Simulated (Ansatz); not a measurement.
CH₄ClFSSi (`FC[SiH](S)Cl`). Total charge 0; spin multiplicity 1.

```xyz
9

F     0.684   -1.152    1.923
C     0.303   -1.148    0.591
Si   -0.095    0.607    0.025
S    -0.620    0.409   -2.026
Cl    1.547    1.798    0.317
H    -0.579   -1.789    0.478
H     1.114   -1.577   -0.006
H    -1.202    1.210    0.799
H    -1.151    1.641   -2.102
```

Question: Give the diagnostics of a CCSD(T)/def2-TZVPP run (frozen core, the Gaussian-basis code of Ansatz). (Estimate.)

Answer: Ansatz gave: T1 = 0.0107, largest single amplitude 0.011, largest double 0.023, (T) share of the correlation energy 3.8 %, 9 CCSD cycles. The RHF solution is stable towards an unrestricted one. T1 lies under the customary mark of 0.02 for closed shells.
